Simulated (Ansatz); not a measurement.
Ansatz (a first-principles code) input:

Ansatz 0.2 input:
```yaml
crystal:
  periodic: [false, false, false]
  atoms:
    - {symbol: Zr, position_ang: [-0.00000000, -0.00000000, 0.00000000]}
    - {symbol: Cl, position_ang: [2.22265210, -0.41543655, -0.61614282]}
    - {symbol: Cl, position_ang: [-0.88809796, -0.99736013, 1.92586517]}
    - {symbol: Cl, position_ang: [-1.33455414, 1.41279668, -1.30972235]}
basis:
  gaussian:
    orbitals: def2-TZVPD
hamiltonian:
  xc: {name: CAM-B3LYP}
magnetization: {spin_polarized: true, initial_magnetization: 1}
output: {forces: true}
```

Problem. What final total energy does it print?

Solution. -1427.91370 Eh (CAM-B3LYP/def2-TZVPD). The basis has 178 functions.

The spin state was set by rule; other spins were not relaxed.
